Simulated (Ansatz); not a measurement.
# Worked example: C7H16 → C4H9 + C3H7

Species: C7H16 (2,3-dimethylpentane) `CCC(C)C(C)C`, singlet; C4H9 (2-butyl radical) `C[CH]CC`, doublet; C3H7 (methylethyl) `C[CH]C`, doublet. 

Shapes, held fixed at every level: PBE0-D4/def2-TZVP. Flexible molecules stand in one conformer, not always the lowest. Programs: Ansatz 0.2.0. Electronic energies: no zero-point or thermal term.

At CCSD(T)/CBS estimate; 1 Eh = 2625.50 kJ/mol:

| species | energy (Eh) |
| --- | --- |
| C7H16 | -276.025440 |
| C4H9 | -157.570897 |
| C3H7 | -118.310197 |

Q: Work out ΔE of the reaction at this level.

A: 
1. Products less reactants: (-157.570897) + (-118.310197) − [(-276.025440)] = 0.144346 Eh = +379.0 kJ/mol.

Other levels give +322.9 (r2SCAN-D4/def2-TZVPP) to +367.3 kJ/mol (wB97X-V/def2-TZVPP). No measured value is set beside it here. Open shells run unrestricted unless RO is named. The CBS estimate extrapolates MP2 from def2-TZVPP and def2-QZVPP and adds CCSD(T) − MP2 in the triple-zeta set, cores frozen.
